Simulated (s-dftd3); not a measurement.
dimethylacetylene (C4H6), singlet, geometry from GFN2-xTB; D3(bj) for hf in s-dftd3 1.4.0.

The s-dftd3 input:
```
$ s-dftd3 mol.xyz --bj hf --json dftd3.json --noedisp --grad

# file mol.xyz
10

C      0.00350171     0.00681221     2.04717461
C      0.00102454     0.00199315     0.59897157
C     -0.00102454    -0.00199315    -0.59897157
C     -0.00350171    -0.00681221    -2.04717461
H     -0.01660974     1.03166869     2.41791685
H     -0.87195983    -0.52171478     2.42454899
H      0.90099445    -0.48578258     2.42139677
H     -0.02489300     1.01555447    -2.42465823
H      0.89271120    -0.50189680    -2.42117830
H     -0.88024308    -0.53782899    -2.41802609
```

What the program printed (banner, timings and long lists left out):

```
-----------------------------------
 s i m p l e   D F T - D 3  v1.4.0
-----------------------------------

Rational (Becke-Johnson) damping: hf-D3(BJ)
---------------------
  s6         1.0000
  s8         0.9171
  s9         0.0000
  a1         0.3385
  a2         2.8830
 alp        14.0000
--------------------

Dispersion energy:      -4.9308098755705E-02 Eh

Gradient norm:           5.0876699994542E-03 Eh/a0
--------------------------------------------------
     #    Z           dE/dx      dE/dy      dE/dz
--------------------------------------------------
     1    6 C     3.313E-06  6.446E-06  1.937E-03
     2    6 C    -9.763E-07 -1.899E-06 -5.708E-04
     3    6 C     9.763E-07  1.899E-06  5.708E-04
     4    6 C    -3.313E-06 -6.446E-06 -1.937E-03
     5    1 H    -2.346E-05  1.260E-03  1.169E-03
     6    1 H    -1.073E-03 -6.463E-04  1.177E-03
     7    1 H     1.103E-03 -6.022E-04  1.173E-03
     8    1 H    -2.748E-05  1.252E-03 -1.177E-03
     9    1 H     1.099E-03 -6.100E-04 -1.173E-03
    10    1 H    -1.077E-03 -6.541E-04 -1.169E-03
--------------------------------------------------

Virial:
--------------------------------------------------
      component           x          y          z
--------------------------------------------------
          x       7.294E-03  2.197E-07  6.603E-05
          y       2.197E-07  7.294E-03  1.284E-04
          z       6.603E-05  1.284E-04  4.589E-02
--------------------------------------------------

[Info] JSON dump of results written to 'dftd3.json'
```
